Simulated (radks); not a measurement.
All-electron atom: Ca1.5+ in [Ne] 3s2 4s(up 0.5, down 0.5) 3p(up 3, down 2.5) (fractional occupations, a model configuration).

Calculated with a radial shooting solver on a logarithmic mesh with Libxc functionals: scalar-relativistic Kohn-Sham, PBEsol, spin-polarised, spherical densities, finite nucleus; Fermi nuclear charge, rms radius 3.4776 fm.

Energy parts (Ry):
part                       energy
total                 -1357.06089
kinetic                1366.15350
electron-nucleus      -3205.14008
Hartree                 551.25609
exchange-correlation    -69.33039

Orbitals (lengths in bohr, moments of r in powers of bohr; r(90%) holds 90 % of the orbital's charge):
| orbital | occ. | eigenvalue (Ry) | r(90%) |
|---|---|---|---|
| 1s up | 1 | -291.0982 | 0.137 |
| 1s down | 1 | -291.0870 | 0.137 |
| 2s up | 1 | -31.59635 | 0.568 |
| 2s down | 1 | -31.58642 | 0.568 |
| 2p up | 3 | -25.77441 | 0.541 |
| 2p down | 3 | -25.76055 | 0.541 |
| 3s up | 1 | -4.54916 | 1.71 |
| 3s down | 1 | -4.50086 | 1.71 |
| 3p up | 3 | -3.13069 | 1.90 |
| 3p down | 2.5 | -3.08511 | 1.91 |
| 4s up | 0.5 | -0.95289 | 4.78 |
| 4s down | 0.5 | -0.94688 | 4.81 |

The highest occupied level is 4s down at -12.883 eV. Summed over all electrons, <r^2> = 26.33 bohr^2, which gives a Langevin (diamagnetic) susceptibility term of -20.9 x 10^-6 cm^3/mol. The spin density at the nucleus is 0.0126 e/bohr^3 (1s -0.1308, 2s 0.0275, 3s 0.0855, 4s 0.0304).
